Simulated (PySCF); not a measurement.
NMR data simulated for an unnamed compound:

$^{1}$H NMR (500 MHz, computed): δ 7.42 (m, 1H), 2.84 (m, 3H), 0.28 (s, 9H).

$^{13}$C{$^{1}$H} NMR (computed): δ 207.9 (C), 171.8 (C), 140.7 (CH), 21.5 (CH3), -0.6 (CH3).

No solvent, relativity neglected, one conformer, equivalent nuclei averaged. NMR shieldings at PBE0/pcSseg-1/GIAO; geometry: GFN2-xTB; PySCF 2.14.

Chemical shifts δ = σref − σ; $^{1}$H (σref 31.72), $^{13}$C (σref 186.93) against TMS, all at this level.

Question: Which of these does the molecule contain: a heteroaromatic ring, a Si–CH3 group, a ketone, an aldehyde, a carboxylic acid?

Answer: 
- A heteroaromatic ring: yes.
- A Si–CH3 group: yes (δC -0.6; δH 0.28 (s)).
- A ketone: no.
- An aldehyde: no.
- A carboxylic acid: no.

The data belong to SMILES O1C(C)=PC=C1[Si](C)(C)C, C$_{7}$H$_{13}$OPSi; they needn't prove each group on their own.

Carbon signals by region: 2 in the far downfield region (above 160 ppm), 1 in the sp2 and nitrile region (100–160 ppm), 2 below 50 ppm. Above 160 ppm: 207.9, substituted aromatic carbon next to the ring oxygen, 171.8, substituted aromatic carbon next to the ring oxygen.

Splittings by $^{31}$P in the carbon and heteronuclear signals aren't shown, as no couplings were computed. Shifts are as computed. Against solution values, carbons near 30 ppm lie about +3 ppm off and those near 130 ppm about +5 ppm. Of 1211 compounds with measured shifts, 218 miss one by over three times the rms of a fit or turn the order of signals round; such compounds aren't used in these exercises. Multiplicities follow the n + 1 count of equivalent neighbours, as no J values were calculated; m marks all less simple cases, F and P coupling included.
